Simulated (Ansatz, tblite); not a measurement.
Removing and adding an electron: Tl2F. The state is a doublet with charge 0. Geometry: PBE0-D4/def2-TZVP. Ansatz, gas phase; energy differences of separate SCF runs; the oxidised species is a singlet (the triplet lies 4.51 eV higher at PBE0-D4/def2-TZVP); the reduced species is a triplet (the singlet lies 0.22 eV higher at PBE0-D4/def2-TZVPD).

Cartesian coordinates in Å:
```
Tl 0.977 1.324 0.639
Tl -0.292 -1.028 -1.405
F -0.685 -0.296 0.766
```

In the def2 sets Tl takes a core potential; there is no spin–orbit coupling. The xTB rows come from tblite. Correlated methods freeze 9 core orbitals; core or outer-core shells of Tl are correlated, in sets that lack core-valence functions. The structure comes from a short search, and lower isomers may exist.

| level | −HOMO (eV) | vertical IE (eV) | −LUMO (eV) | vertical EA (eV) | HOMO–LUMO gap (eV) | IE − EA (eV) | remarks |
| --- | --- | --- | --- | --- | --- | --- | --- |
| GFN1-xTB | – | 8.01 | – | 3.95 | – | 4.07 | – |
| GFN2-xTB | – | 6.33 | – | 3.05 | – | 3.29 | – |
| HF/def2-TZVPP | – | 4.86 | – | – | – | – | – |
| PBE-D4/def2-TZVP | 3.09 | 5.46 | 2.55 | – | 0.54 | – | – |
| PBE-D4/def2-TZVPD | 3.11 | – | 2.57 | 0.62 | 0.53 | – | HOMO above zero (-1 triplet) |
| r2SCAN-D4/def2-TZVP | 3.34 | 5.54 | 2.36 | – | 0.98 | – | – |
| r2SCAN-D4/def2-TZVPD | 3.35 | – | 2.38 | 0.64 | 0.97 | – | HOMO above zero (-1 triplet) |
| PBE0-D4/def2-TZVP | 3.74 | 5.46 | 1.89 | – | 1.85 | – | – |
| PBE0-D4/def2-TZVPD | 3.75 | – | 1.92 | 0.56 | 1.84 | – | HOMO above zero (-1 triplet) |
| MP2/def2-TZVPP | – | 5.08 | – | – | – | – | – |
| CCSD/def2-TZVPP | – | 5.14 | – | – | – | – | – |
| CCSD(T)/def2-TZVPP | – | 5.18 | – | – | – | – | – |

   A HOMO above zero means that the electron is unbound at that level or that self-interaction error raises the level; the energy of removing that electron tells which. HOMO and LUMO are the levels of the spin that leaves or enters (xTB has no such levels and no spin-polarisation term). Other spin states of the ions may lie lower, which would lower the ionisation energy or raise the affinity. Raw xTB energy differences between charge states are shifted by several eV; the methods need an empirical correction for them.
